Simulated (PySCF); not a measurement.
Bonding in `CC[P@@]1(=O)CCC[C@H]1C`

Species: C7H15OP.
Atom-mapped SMILES: `[CH3:1][CH2:2][P@@:3]1(=[O:4])[CH2:5][CH2:6][CH2:7][C@H:8]1[CH3:9]` (hydrogens: H10, H11, H12 on C1; H13, H14 on C2; H15, H16 on C5; H17, H18 on C6; H19, H20 on C7; H21 on C8; H22, H23, H24 on C9)

Structure used (GFN2-xTB), in Å, numbered top down from 1:
```
atom  x, y, z in Å
C1     2.9265    0.3946    0.4190
C2     1.5042    0.9317    0.3643
P3     0.5045   -0.1813   -0.7145
O4     1.0749   -0.3560   -2.0563
C5     0.2133   -1.7315    0.2569
C6    -1.3079   -1.8566    0.3357
C7    -1.8783   -0.4445    0.4615
C8    -1.2662    0.3750   -0.6689
C9    -1.4562    1.8773   -0.5465
H10    3.3118    0.2889   -0.5932
H11    2.9513   -0.5857    0.8927
H12    3.5775    1.0666    0.9753
H13    1.4923    1.9218   -0.0971
H14    1.0637    1.0002    1.3593
H15    0.6470   -1.6458    1.2539
H16    0.6763   -2.5746   -0.2556
H17   -1.6832   -2.3077   -0.5854
H18   -1.6129   -2.4870    1.1728
H19   -2.9681   -0.4519    0.4060
H20   -1.5883   -0.0160    1.4237
H21   -1.6785    0.0388   -1.6289
H22   -0.9027    2.3864   -1.3342
H23   -1.1034    2.2395    0.4168
H24   -2.5094    2.1376   -0.6440
```

Bond orders from the PBE0/pcSseg-1 density (PySCF). Isolated species at its GFN2-xTB geometry (one conformer only).

Problem. How far do the computed orders between heavy atoms stray from the drawn ones?

Solution. The largest departure is 0.137, at P3–O4 (drawn double, 1.863) and C8–P3 (drawn single, 0.864). Drawn single, order below 0.88: C8–P3 (0.864).

Problem. Give the Mayer order of every bond between heavy atoms, beside its length.

Solution. 
```tsv
bond	drawn as	length (Å)	Mayer order
C1–C2	single	1.521	1.045
C2–P3	single	1.844	0.910
P3–O4	double	1.468	1.863
P3–C5	single	1.852	0.887
C5–C6	single	1.528	1.034
C6–C7	single	1.528	1.025
C7–C8	single	1.524	0.978
C8–C9	single	1.519	1.044
C8–P3	single	1.857	0.864
```

Bonds between the same two heavy elements. C–C: lowest C7–C8 (0.978, 1.524 Å), highest C1–C2 and C8–C9 (1.045, 1.521 Å); in 2 of the 10 pairs the longer bond (by over 0.003 Å) has the higher order (by 0.02 or more). C–P: lowest C8–P3 (0.864, 1.857 Å), highest C2–P3 (0.910, 1.844 Å). Bonds named together lie within 0.004.

Problem. And the bonds to hydrogen?

Solution. C–H: 0.92 to 0.96 (15 bonds).

Problem. Sum the orders of all bonds at each heavy atom with more than one neighbour and set the sums beside the valence in the SMILES.

Solution. C1 3.927 (drawn 4), C2 3.810 (drawn 4), P3 4.524 (drawn 5), C5 3.785 (drawn 4), C6 3.960 (drawn 4), C7 3.900 (drawn 4), C8 3.808 (drawn 4), C9 3.921 (drawn 4). Orders between atoms that aren't bonded are not in these sums.

Mayer orders depend on the basis set.
